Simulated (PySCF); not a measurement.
V: ionisation energy

V [Ar] 3d3 4s2 (4F) → V⁺ [Ar] 3d4 (5D), as a difference of total energies. Computed with PySCF 2.14 in x2c-TZVPPall (6s5p4d2f1g, 64 functions), with scalar relativity by spin-free X2C-1e. Correlated levels: valence: [Ar] frozen; valence and next inner shell: [Ne] frozen. The calculations carry no spin-orbit coupling.

| method | ionisation energy (eV) | plus first-order spin-orbit estimate | error of that sum (eV) |
| --- | --- | --- | --- |
| UHF | 6.167 | 6.182 | -0.564 |
| LDA | 6.485 | 6.500 | -0.246 |
| PBE | 6.398 | 6.412 | -0.334 |
| PBE0 | 6.356 | 6.371 | -0.375 |
| BLYP | 6.721 | 6.736 | -0.010 |
| MN15 | 6.166 | 6.181 | -0.565 |
| TPSSh | 6.360 | 6.374 | -0.372 |
| MP2 (valence) | 6.534 | 6.548 | -0.198 |
| SCS-MP2 (valence) | 7.039 | 7.053 | +0.307 |
| MP2 (valence and next inner shell) | 6.324 | 6.338 | -0.408 |
| SCS-MP2 (valence and next inner shell) | 6.768 | 6.782 | +0.036 |

Reference: 6.746 eV (measured; NIST Atomic Spectra Database, ionization energies).

A first-order spin-orbit estimate (lowest level to lowest level, LS coupling) adds 0.014 eV.

Errors of the correlated levels include the incompleteness of this basis and the frozen core.
